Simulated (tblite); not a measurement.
Run record: tight-binding relaxation, `CC(=O)O/C=C\B(F)F`.

Computed with GFN2-xTB geometry optimisation, gas phase (tblite 0.8.0). Start geometry: from a force field or distance geometry. The input is one job of a driver script: a line of settings, then coordinates in Å.

Command:
```bash
OMP_NUM_THREADS=1 python probes_run.py task.json out
```

Input:
```
{"job": {"kind": "relax", "xc": "GFN2-xTB", "basis": "xTB"}, "charge": 0, "multiplicity": 1}
C      1.656200    -0.576600    -1.848200
C      0.358400     0.117800    -1.498800
O     -0.322600     0.685200    -2.362600
O     -0.040400     0.104900    -0.168700
C     -1.215000     0.705800     0.269700
C     -1.474300     0.606800     1.574900
B     -0.417500    -0.171200     2.434400
F      0.172400    -1.339700     1.783800
F     -0.419000    -0.177700     3.879700
H      1.939700    -0.433100    -2.881700
H      1.568700    -1.669800    -1.626600
H      2.439200    -0.130400    -1.197800
H     -1.894000     1.232200    -0.392300
H     -2.352500     1.045300     2.012000
```

Output:
```
step      E/eV     max force
  0    -815.96185    3.589
  1    -816.47999    3.639
  2    -816.71859    3.022
  3    -816.84889    0.842
  4    -816.90483    0.533
  5    -816.95112    0.645
  6    -816.97048    0.517
  7    -816.99535    0.394
  8    -817.01366    0.420
  9    -817.02988    0.374
... (59 lines left out)
 69    -817.12527    0.039
 70    -817.12536    0.041
 71    -817.12544    0.028
 72    -817.12549    0.014
 73    -817.12551    0.014
 74    -817.12554    0.019
 75    -817.12557    0.025
 76    -817.12561    0.021
 77    -817.12564    0.011
 78    -817.12565    0.008
```

«max force» is the largest atomic force in eV/Å.

Problem. From which step on does the largest force stay under 0.1 eV/Å, and how much energy is left to gain from there?

Solution. From step 41 (0.068 eV/Å), 5.8 meV above the end.

Summary of the converged run: energy lowered by 26.8 kcal/mol over 78 steps; largest atomic force 0.008 eV/Å at the end.

On one thread, Arm Neoverse N1 (aarch64), no GPU, shared host with 32 logical CPUs at a one-minute load of 21, this took 0.65 s wall.
Labels such as C1 count atoms from 1, the log's own numbers from 0.
